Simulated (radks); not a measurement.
Effect of the nuclear size on neutral iodine, [Kr] 4d10 5s2 5p5. All-electron calculation, Dirac Kohn-Sham, LDA (Slater exchange, Perdew-Wang correlation), spin-unpolarised, spherical densities, finite nucleus; open shells fill j = l - 1/2 first; Fermi nuclear charge, rms radius 4.75 fm. Program: a radial shooting solver on a logarithmic mesh with Libxc functionals. The rms radius is varied about that value; shifts are against it.

rms radius (fm) = 4.0802: total energy shift (eV) -1.55; density at nucleus (e/bohr^3) 2.546e+05; 1s1/2 shift (meV) -648; 2s1/2 shift (meV) -76.0; 4p1/2 shift (meV) 0.229; 5s1/2 shift (meV) -0.397; 5p1/2 shift (meV) 0.038; 5p3/2 shift (meV) 0.041; 6s1/2 (empty) shift (meV) -0.030
rms radius (fm) = 4.2893: total energy shift (eV) -1.09; density at nucleus (e/bohr^3) 2.524e+05; 1s1/2 shift (meV) -454; 2s1/2 shift (meV) -53.3; 4p1/2 shift (meV) 0.160; 5s1/2 shift (meV) -0.278; 5p1/2 shift (meV) 0.026; 5p3/2 shift (meV) 0.029; 6s1/2 (empty) shift (meV) -0.021
rms radius (fm) = 4.75: total energy shift (eV) 0; density at nucleus (e/bohr^3) 2.48e+05; 1s1/2 shift (meV) 0.000; 2s1/2 shift (meV) 0.000; 4p1/2 shift (meV) 0.000; 5s1/2 shift (meV) 0.000; 5p1/2 shift (meV) 0.000; 5p3/2 shift (meV) 0.000; 6s1/2 (empty) shift (meV) 0.000
rms radius (fm) = 5.2155: total energy shift (eV) 1.19; density at nucleus (e/bohr^3) 2.44e+05; 1s1/2 shift (meV) 498; 2s1/2 shift (meV) 58.4; 4p1/2 shift (meV) -0.176; 5s1/2 shift (meV) 0.305; 5p1/2 shift (meV) -0.029; 5p3/2 shift (meV) -0.031; 6s1/2 (empty) shift (meV) 0.023
rms radius (fm) = 5.8805: total energy shift (eV) 3.05; density at nucleus (e/bohr^3) 2.39e+05; 1s1/2 shift (meV) 1280; 2s1/2 shift (meV) 150; 4p1/2 shift (meV) -0.450; 5s1/2 shift (meV) 0.781; 5p1/2 shift (meV) -0.074; 5p3/2 shift (meV) -0.081; 6s1/2 (empty) shift (meV) 0.060

Slopes of the eigenvalues against <r^2> in GHz/fm^2, as finite differences over the two radii next to the reference (eigenvalue slopes, not the field-shift constants of lines): 1s1/2 26200, 2s1/2 3070, 4p1/2 -9.23, 5s1/2 16.0, 5p1/2 -1.52, 5p3/2 -1.65, 6s1/2 (empty) 1.22.
